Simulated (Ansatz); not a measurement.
Reactions of BFH4O2Si, SMILES `B[Si](O)(O)F`.

Computed with Ansatz on PBE0-D4/def2-TZVP structures; ΔE is electronic, products minus reactants. CCSD(T)/CBS adds triple-zeta CCSD(T) − MP2 to the extrapolated MP2 energy (def2 sets, frozen cores). This one scheme is used for every species, atoms too. DFT in def2-TZVPP. No spin–orbit coupling; open shells (•) take unrestricted orbitals. Spin–orbit coupling would lower the free atoms: a little for B, F, O, Si. For Ga, Ge, Se outer-core shells are correlated without core-valence functions, so the limit isn't a true one: a few kJ/mol of doubt a bond, and 10 to 20 or more in all where bonds break to atoms. Scalar relativity is left out up to krypton. Each species was taken in one conformer, which may not be the lowest.

```tsv
reaction	CCSD(T)/CBS(def2) (kcal/mol)
`B[Si](O)(O)F` → `O[SiH2]OBF`	?
`B[Si](O)(O)F` → B• + F• + 4 H• + 2 O• + Si•	837.7
`B[Si](O)(O)F` + SiH₄ → `B[Si](O)(F)[SiH3]` + H₂O	31.4
`B[Si](O)(O)F` + `[CH3][GeH]([NH2])[F]` → `B[NH][GeH]([CH3])[F]` + `O[SiH](O)F`	-40.9
`B[Si](O)(O)F` + `S[SiH]1C[SiH2]1` → `B[SiH](O)F` + `O[Si]1(S)C[SiH2]1`	8.1
`B[Si](O)(O)F` + `[CH3][Ga]([CH3])[F]` → `B[CH2][Ga]([CH3])[F]` + `O[SiH](O)F`	?
`B[Si](O)(O)F` + `F[SiH2][SeH]` → `B[Se][SiH2]F` + `O[SiH](O)F`	-28.2
`B[Si](O)(O)F` + CH₃OH → `B[Si](O)(F)OC` + H₂O	-1.0
`B[Si](O)(O)F` + CH₄ → `C[Si](O)(O)F` + BH₃	?
`B[Si](O)(O)F` + silanol → `O[Si](O)(F)O[SiH3]` + BH₃	-38.5
```

(1) Fill in the missing values. (Best estimate.)

Largest T1 diagnostic: 0.014, for B•.

## Answers

(1) The calculation gave: `B[Si](O)(O)F` → `O[SiH2]OBF`: -37.1 kcal/mol; `B[Si](O)(O)F` + `[CH3][Ga]([CH3])[F]` → `B[CH2][Ga]([CH3])[F]` + `O[SiH](O)F`: -16.0 kcal/mol; `B[Si](O)(O)F` + CH₄ → `C[Si](O)(O)F` + BH₃: -7.2 kcal/mol.
